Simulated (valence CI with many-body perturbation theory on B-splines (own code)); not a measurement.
## E1 transitions of Mn IV

Level of theory: valence CI with perturbative core correlation (CI+MBPT): four valence electrons over a frozen Dirac-Fock core [Ar], radial functions for each j: 7 s, 7 p, 8 d, 6 f, 4 g, 1 h, with the one-electron correlation potential Σ1, the two-electron term Σ2, the three-electron term Σ3, Breit, model QED; selected CI, second order for the rest, scaled by the run's own slope (own B-spline code, finite nucleus).

Against 66 measured levels this calculation errs by 3123 cm⁻¹ on average and by 5064 at most. These come from a selection out of Corliss and Sugar, J. Phys. Chem. Ref. Data 6, 1253 (1977). Levels without a partner in it may be off by more, other configurations by 1,000 to 8,000 cm⁻¹. Among the levels kept, up to 290 cm⁻¹ of a level comes from second order outside the variational space, and about a tenth of that is noise between levels of different J, which matters for small intervals.

Lines 201 to 250 of 581 in falling wavelength, among levels below 31.586 eV, chosen from the strongest by gf and those to the six lowest levels. Wavelengths and rates use the calculated energies, so an error of 3000 cm⁻¹ moves a line at 1568 Å by 4.7 % and its rate by three times that or more. Electric multipoles are in the length gauge, E1 and E2 with the static RPA response of the core. Weak lines are less certain than strong ones. Lines between different terms over intervals too small for the method are left out, as are lines whose strength nearly cancels. Where a level lies close to another of its J and parity, the split of strength between their lines is uncertain. The highest levels of a list are the least certain.

Names give the largest LS component (configuration and term), which can be under half, so a name can repeat, a term be missing and a line seem to break the LS rules; names also repeat where a configuration has a term twice. Letters in brackets count levels of one name in rising energy.

```csv
λ vac (Å),Upper,Lower,A (s⁻¹),log gf,Branch %
1568,3d³4p ⁵S°_2,3d³4s ⁵P_1,1.17e+08,-0.66,12.7
1567,3d³4p ¹F°_3 [b],3d³4s ¹G_4,9.29e+07,-0.62,2.3
1548,3d³4p ³F°_4 [d],3d³4s ³G_5,6.55e+07,-0.67,2.4
1544,3d³4p ¹P°_1 [c],3d³4s ¹D_2 [b],7.76e+08,-0.08,19.9
1537,3d³4p ³S°_1 [b],3d³4s ³P_2 [a],3.89e+08,-0.38,10.1
1524,3d³4p ³S°_1 [b],3d³4s ³P_1 [a],1.79e+08,-0.73,4.6
1501,3d³4d ³F_3,3d³4p ³G°_4 [b],6.71e+07,-0.80,2.7
1499,3d³4d ³F_4,3d³4p ³G°_5 [b],6.32e+07,-0.72,2.6
1467,3d³4p ³G°_5 [b],3d³4s ³F_4 [a],5.55e+07,-0.71,1.6
1459,3d³4p ³G°_4 [b],3d³4s ³F_3 [a],5.42e+07,-0.81,1.5
1438,3d³4d ⁵D_4,3d³4p ⁵D°_4 [b],1.69e+08,-0.33,6.2
1431,3d³4d ⁵D_3,3d³4p ⁵D°_3 [b],8.72e+07,-0.73,3.2
1426,3d³4d ⁵D_3,3d³4p ⁵D°_2 [c],7.28e+07,-0.81,2.7
1424,3d³4d ⁵D_4,3d³4p ⁵D°_3 [b],5.71e+07,-0.81,2.1
1397,3d³4d ⁵D_3,3d³4p ⁵P°_3,7.63e+07,-0.81,2.8
1395,3d³4d ⁵F_2,3d³4p ³F°_3 [a],1.23e+08,-0.75,5.0
1392,3d³4d ⁵D_2,3d³4p ⁵P°_2,1.11e+08,-0.79,4.1
1392,3d³4d ³D_1,3d³4p ³F°_2 [a],3.38e+08,-0.53,14.1
1391,3d³4d ⁵D_4,3d³4p ⁵P°_3,1.90e+08,-0.30,7.0
1387,3d³4d ³D_2,3d³4p ³F°_3 [a],3.76e+08,-0.27,16.0
1387,3d³4d ³D_3,3d³4p ³F°_4 [a],4.83e+08,-0.01,20.9
1387,3d³4d ⁵D_3,3d³4p ⁵P°_2,1.24e+08,-0.60,4.6
1382,3d³4d ⁵F_1,3d³4p ³F°_2 [a],3.50e+08,-0.52,14.7
1345,3d³4p ¹G°_4 [b],3d³4s ¹H_5,1.50e+08,-0.44,6.3
1331,3d³4p ³G°_5 [d],3d³4s ³H_6,5.24e+07,-0.82,3.1
1305,3d³4p ¹D°_2 [d],3d³4s ¹F_3,1.40e+08,-0.75,4.5
1300,3d³4d ⁵P_2,3d³4p ⁵F°_3,3.07e+08,-0.41,12.6
1299,3d³4d ⁵P_1,3d³4p ⁵D°_2 [b],4.19e+08,-0.50,17.3
1298,3d³4d ⁵P_3,3d³4p ⁵F°_4,1.68e+08,-0.53,6.8
1298,3d³4d ⁵F_4,3d³4p ⁵F°_5,8.68e+07,-0.70,3.5
1297,3d³4d ³G_3,3d³4p ³F°_2 [a],1.34e+09,0.37,55.9
1297,3d³4d ³G_4,3d³4p ³F°_3 [a],1.32e+09,0.48,54.9
1296,3d³4d ⁵F_3,3d³4p ⁵F°_4,9.39e+07,-0.78,3.8
1296,3d³4d ³G_5,3d³4p ³F°_4 [a],1.36e+09,0.58,56.5
1294,3d³4d ³F_3,3d³4p ³F°_4 [a],1.75e+08,-0.51,7.1
1294,3d³4d ⁵F_1,3d³4p ³D°_2 [a],3.26e+08,-0.61,13.7
1293,3d³4d ⁵F_3,3d³4p ³D°_2 [a],1.46e+08,-0.59,5.8
1293,3d³4d ⁵P_1,3d³4p ⁵D°_1 [a],8.34e+08,-0.20,34.4
1293,3d³4d ⁵P_2,3d³4p ⁵D°_2 [b],3.35e+08,-0.38,13.7
1291,3d³4d ⁵F_5,3d³4p ⁵F°_5,7.34e+08,0.30,29.5
1291,3d³4d ³F_2,3d³4p ³F°_3 [a],2.26e+08,-0.55,9.1
1291,3d³4d ⁵F_4,3d³4p ⁵F°_4,3.73e+08,-0.08,15.0
1291,3d³4d ³D_2,3d³4p ³D°_2 [a],5.47e+08,-0.17,23.2
1291,3d³4d ³D_3,3d³4p ³D°_3 [a],1.29e+09,0.35,56.0
1290,3d³4d ⁵P_1,3d³4p ⁵D°_0 [a],4.68e+08,-0.46,19.3
1289,3d³4d ⁵F_3,3d³4p ⁵F°_3,1.97e+08,-0.46,7.9
1289,3d³4d ⁵F_1,3d³4p ⁵F°_1,1.23e+09,-0.04,51.7
1289,3d³4d ⁵G_2,3d³4p ³D°_2 [a],6.71e+08,-0.08,26.6
1288,3d³4d ⁵G_4,3d³4p ³D°_3 [a],1.06e+08,-0.63,4.2
1287,3d³4d ³F_4,3d³4p ³F°_4 [a],1.43e+09,0.50,57.7
```

Task: How does gf follow from A for the line at 1501 Å?

Result: gf = 1.4992 × (2J+1)_upper × A / σ², with σ = 66632 cm⁻¹ and 2J+1 = 7: gf = 0.159.
